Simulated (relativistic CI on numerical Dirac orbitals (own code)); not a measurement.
# Hyperfine structure of K7+, mass number 40

Computed by Dirac-Coulomb-Breit CI, orbitals from a KLI potential per configuration, QED by a radiative potential, unscaled Slater integrals (own radial code, finite nucleus).

CI space (outside the closed core [Ne]): 3s2, 3s 3p, 3p2, 3s 3d, 3d2, 3p 3d, 3p 4s, 3s 4s, 3s 4p, 3d 4s, 3s 4d, 3s 4f, 3s 5s, 3s 5p, 3s 5d, 4s2. Levels of other configurations are missing.

Nuclear spin I = 4, μ = -1.29797 μN, Q = -0.075 b (tables of Stone and Pyykkö). The electronic factors are computed for point nuclear moments, without core polarisation or the Bohr-Weisskopf and QED corrections.

```json
{"Level": "3s 3p 3P°_1", "E (eV)": "15.8395", "A (MHz)": "-2844", "B (MHz)": "87"}
{"Level": "3s 3p 3P°_2", "E (eV)": "16.1299", "A (MHz)": "-2235", "B (MHz)": "-172"}
{"Level": "3s 3p 1P°_1", "E (eV)": "24.2621", "A (MHz)": "-562.4", "B (MHz)": "-162"}
{"Level": "3p2 1D_2", "E (eV)": "37.1110", "A (MHz)": "-645.6", "B (MHz)": "-262"}
{"Level": "3p2 3P_1", "E (eV)": "37.9920", "A (MHz)": "15.39", "B (MHz)": "-84.7"}
{"Level": "3p2 3P_2", "E (eV)": "38.3029", "A (MHz)": "-408.9", "B (MHz)": "162"}
{"Level": "3s 3d 3D_1", "E (eV)": "45.8970", "A (MHz)": "1783", "B (MHz)": "-8.9"}
{"Level": "3s 3d 3D_2", "E (eV)": "45.9047", "A (MHz)": "-725.9", "B (MHz)": "-12.7"}
```

Levels with J = 0, under 50 % of one LS term, or S terms without an open s electron are left out. Small factors come from cancelling terms and can be off by tens of per cent or more.

At this charge configurations can still be misplaced by up to about 7 % of their energy. 55 of the 64 excited levels that our extract of the measured tables holds in this range could be paired (the sources list more); they are missed by 2871 cm⁻¹ on average and 15116 at most, and levels without a partner can miss by more.

Task: Give the hyperfine levels of 3s 3p 3P°_1 relative to its centre of gravity.

Result: With K = F(F + 1) − I(I + 1) − J(J + 1), E = AK/2 + B[¾K(K + 1) − I(I + 1)J(J + 1)]/[2I(2I − 1)J(2J − 1)]: F = 3: 14260, F = 4: 2784, F = 5: -11350 MHz.
